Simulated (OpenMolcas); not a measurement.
Computed levels of 2s2 2p in ions with 5 electrons, in cm-1 above 2P* 1/2.

```
Program             : OpenMolcas 26.06
Method              : CASSCF
Basis               : ANO-RCC-VTZP
Scalar Hamiltonian  : DKH2, point nucleus
Spin-orbit coupling : RASSI with atomic mean-field integrals over the reference wave functions, term energies averaged over their components
```

Active space for each ion: 3 electrons in 4 orbitals (2s 2p).

```csv
Level,N2+,F4+,Ne5+
2P* 3/2,158,701,1241
```

Task: Estimate 2P* 3/2 for O3+ from its neighbours N2+ and F4+.

Result: 2P* 3/2 is fine structure, which grows about as the fourth power of a screened charge, so the fourth roots are averaged: ((158^0.25 + 701^0.25) / 2)^4 = 357. The calculation gives 359, so the estimate is off by -0.6 %; the measured value is 386 (Moore, Selected Tables of Atomic Spectra, NSRDS-NBS 3, section 10).

Measured partners are found by configuration, term and J. A level has none where our copy of the source lacks it or the pairing is in doubt (some pairs that miss far off the trend of their configuration count as doubtful), and it then counts in no deviation. Levels of configurations outside the active space are missing.

* marks odd parity.
